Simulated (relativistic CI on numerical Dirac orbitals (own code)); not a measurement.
# Fe⁴⁺: 3d valence photoemission

Computed with this model: Dirac-Coulomb-Breit CI, KLI orbitals optimised for each configuration, a model potential for QED, valence Slater integrals scaled by 0.8, multiplet model of photoemission in the sudden approximation; configurations [Ar] 3d4 → [Ar] 3d3; 300 K; Lorentzian 0.21 eV and Gaussian 0.5 eV FWHM. Energies are those of the free ion, without screening or charge transfer. The energies are binding energies and can lie tens of eV above those of solids. S is read from ⟨S²⟩ = S(S + 1).

Field parameters in Wybourne normalisation: Oh B⁴₀ = 21Dq, B⁴₄ = √(5/14) B⁴₀. The field is a parameter set, without covalency.

free ion: ground-state S = 2.00, centroid 74.58 eV. Peaks (eV, height): 73.9 (100), 76.2 (43).

Oh, 10Dq = 5000 cm⁻¹: ground-state S = 2.00, centroid 74.66 eV. Peaks (eV, height): 73.6 (71), 74.2 (100), 76.5 (60).

Oh, 10Dq = 13800 cm⁻¹: ground-state S = 2.00, centroid 74.82 eV. Peaks (eV, height): 72.9 (66), 74.6 (100), 75.6 (60), 77.5 (38).

Oh, 10Dq = 22600 cm⁻¹: ground-state S = 1.97, centroid 74.97 eV. Peaks (eV, height): 72.2 (68), 75.0 (100), 76.4 (79), 78.7 (18).

Oh, 10Dq = 31400 cm⁻¹: ground-state S = 1.02, centroid 74.68 eV. Peaks (eV, height): 72.3 (81), 75.1 (100), 76.5 (53).

Oh, 10Dq = 40200 cm⁻¹: ground-state S = 1.00, centroid 75.09 eV. Peaks (eV, height): 72.7 (81), 75.6 (100), 77.1 (54).

Strongest unbroadened transitions for Oh, 10Dq = 22600 cm⁻¹:

| Energy (eV) | Relative strength |
| --- | --- |
| 72.23 | 100.0 |
| 72.24 | 94.4 |
| 72.25 | 45.1 |
| 74.89 | 15.3 |
| 74.90 | 31.3 |
| 74.91 | 20.4 |
| 75.01 | 62.5 |
| 75.02 | 80.4 |
| 75.03 | 53.7 |
| 75.07 | 23.7 |
| 75.08 | 18.9 |
| 75.12 | 20.3 |
| 75.13 | 26.9 |
| 76.25 | 18.4 |
| 76.39 | 42.8 |
| 76.41 | 48.8 |
| 76.42 | 77.2 |
| 76.43 | 45.5 |
